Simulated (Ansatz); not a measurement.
Relaxing a trial structure of C2HFInO

The starting geometry of this gas-phase doublet was optimised with GFN2-xTB.

```csv
atom,x (Å),y (Å),z (Å)
C,-0.6046,-1.5892,-1.1952
C,-1.5204,-0.5752,-1.3137
F,-1.5021,0.1774,-2.4670
In,-0.9337,-1.2162,1.2026
O,-2.2857,-0.1597,-0.4225
H,-0.2972,-2.1101,-2.0944
```

Task: Predict what becomes of its bonds when it is optimised with B3LYP-D3(BJ)/def2-SVP.

Result: A bond breaks, giving a structure given below by its coordinates. Contacts that open: In4–O5 (2.36 → 2.82 Å).

The energy falls by 0.21 eV over 16 steps:

```json
{"step": "1", "E − E(last) (eV)": "0.214"}
{"step": "3", "E − E(last) (eV)": "0.081"}
{"step": "4", "E − E(last) (eV)": "0.031"}
{"step": "6", "E − E(last) (eV)": "0.008"}
{"step": "8", "E − E(last) (eV)": "0.001"}
{"step": "9", "E − E(last) (eV)": "0.001"}
{"step": "11", "E − E(last) (eV)": "0.000"}
{"step": "13", "E − E(last) (eV)": "0.000"}
{"step": "14", "E − E(last) (eV)": "0.000"}
{"step": "16", "E − E(last) (eV)": "0.000"}
```

Final geometry (Å):

```xyz
6

C    -0.6514   -1.5210   -1.0849
C    -1.5621   -0.4505   -1.3694
F    -1.6451    0.0108   -2.6356
In   -0.8292   -1.5731    1.2645
O    -2.2551    0.0856   -0.5151
H    -0.2007   -2.0248   -1.9496
```

Frequencies at the end are all real (lowest 39 cm⁻¹). Open shells are spin-unrestricted. Atoms past krypton carry core potentials, without spin–orbit terms. Run with Ansatz 0.2.0, 110 s on 2 threads of Arm Neoverse N1, on a shared host.
